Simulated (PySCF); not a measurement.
BClH, SMILES [BH]Cl (connectivity only; charge and spin as stated), charge +1, multiplicity 1.

Geometry optimised at ωB97X-D3(BJ)/def2-TZVPD. The spin state was assumed, not searched. The isomer is the one that the SMILES or the coordinates give; other isomers of the formula were not compared.

Method: TDA-ωB97X/def2-TZVPD (PySCF).

Vertical excitations; the highest root listed may be one member of a degenerate set. Isolated molecule, no solvent. State labels are in the subgroup C2v.

```tsv
state	symmetry	energy (eV)	λ (nm)	f	main pairs
S1	A2	7.28	170	0.000	HOMO−1→LUMO+1 49 %, HOMO→LUMO 49 %
S2	A1	7.41	167	0.000	HOMO→LUMO+1, HOMO−1→LUMO (degenerate set)
S3	A2	7.41	167	0.000	HOMO→LUMO, HOMO−1→LUMO+1 (degenerate set)
S4	B2	9.32	133	0.014	HOMO−2→LUMO+1 (degenerate set)
S5	B1	9.32	133	0.014	HOMO−2→LUMO (degenerate set)
S6	A1	10.25	121	0.443	HOMO−1→LUMO 42 %, HOMO→LUMO+1 42 %
S7	B2	11.54	107	0.018	HOMO→LUMO+2 (degenerate set)
S8	B1	11.54	107	0.018	HOMO−1→LUMO+2 (degenerate set)
S9	B2	12.16	102	0.140	HOMO−3→LUMO+1 (degenerate set)
S10	B1	12.16	102	0.140	HOMO−3→LUMO (degenerate set)
T1	A1	6.46	192	0	HOMO→LUMO+1 49 %, HOMO−1→LUMO 49 %
T2	A1	6.84	181	0	HOMO−1→LUMO, HOMO→LUMO+1 (degenerate set)
T3	A2	6.84	181	0	HOMO−1→LUMO+1, HOMO→LUMO (degenerate set)
T4	A2	7.28	170	0	HOMO→LUMO 49 %, HOMO−1→LUMO+1 49 %
```
Triplets are in the Tamm–Dancoff approximation.
